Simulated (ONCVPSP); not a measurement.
**What one change does to a pseudopotential (tantalum (Ta), ONCV)**

* Element: Ta (Z = 73)
* Generator: ONCVPSP 4.0.1
* Type: optimised norm-conserving Vanderbilt (ONCV)
* Functional: LDA (Perdew-Zunger)
* Relativity: scalar-relativistic
* Frozen core: [Kr] 4d10 4f14
* Valence charge: 13
* Reference configuration: 5s2 5p6 5d3 6s2
* Partial waves: 5s+6s: rc 1.90 bohr, ncon 4, nbas 7, qcut 6.2 1/bohr, 3 projectors, debl 3.3 Ha; 5p: rc 1.70 bohr, ncon 4, nbas 7, qcut 7.7 1/bohr, 2 projectors, debl 2 Ha; 5d: rc 2.45 bohr, ncon 4, nbas 9, qcut 6.1 1/bohr, 1 projector
* Local potential: polynomial inside 1.25 bohr (lpopt 5, dvloc0 2 Ha)
* Core correction: Teter function, fcfact 3.75, rcfact 1

Change: s: qcut 6.6; p: qcut 8.2; d: qcut 6.5.

Cutoffs: the cutoffs (Ha) at which the residual kinetic energy of the hardest occupied pseudo-wave falls to 1 and 0.1 mHa per electron; they do not see the model core or the augmentation charge, which bear on the density cutoff. Errors are all-electron minus pseudo energies relative to the spin-unpolarised reference configuration.

**Question.** Predict the effect on cutoff, ghosts and configuration errors.

**Answer.** The potential gets neither clearly harder nor softer (20 Ha and 25 Ha → 22 Ha and 27 Ha); the errors of the 4 common tests hardly move; the range in which the d phases agree narrows (upper end at the end of the scan → 1.5); neither file shows a bound ghost.

```csv
quantity,base,changed
"cutoff, loose",20 Ha,22 Ha
"cutoff, tight",25 Ha,27 Ha
loose cutoff by channel,"s 14 Ha, p 20 Ha, d 12 Ha","s 15 Ha, p 22 Ha, d 13 Ha"
bound ghosts,none,none
GHOST(+) flags under 300 eV,s at 296.7 eV,none
"error for 5s2 5p6 5d3 6s1, meV [ΔE 8.70 eV]",-2.7,-2.6
"error for 5s2 5p6 5d3 6s0, meV [ΔE 24.01 eV]",-6.7,-6.0
"error for 5s2 5p6 5d2 6s0, meV [ΔE 47.94 eV]",-14,-13
"error for 5s2 5p6 5d3 6s1 6p1, meV [ΔE 4.26 eV]",-1.3,-1.3
s: phases at 1.93 bohr within 0.05 rad from the reference energy up to (Ha; the scan ends near 5),to the end of the scan,to the end of the scan
p: phases at 1.73 bohr within 0.05 rad from the reference energy up to (Ha; the scan ends near 5),to the end of the scan,to the end of the scan
d: phases at 2.48 bohr within 0.05 rad from the reference energy up to (Ha; the scan ends near 5),to the end of the scan,1.5
"rms error of d²Exc/dni dnj with the model core, mHa",4.70,4.69
```
